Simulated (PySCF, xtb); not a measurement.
C₅H₇F, SMILES C1(F)C[C@@H](C)C=1.

GFN2-xTB (xtb 6.7.1) at its own geometry gives an orbital gap of 5.12 eV and a dipole moment of 2.39 D.

The structure is a stationary point at B3LYP-D3(BJ)/def2-SVP.

Task: What does PySCF with M06-2X/def2-TZVP give? (An estimate is asked for; the answer gives what the named calculation found.)

Result: gap 9.75 eV (levels -8.31 and 1.44 eV), dipole 1.68 D.
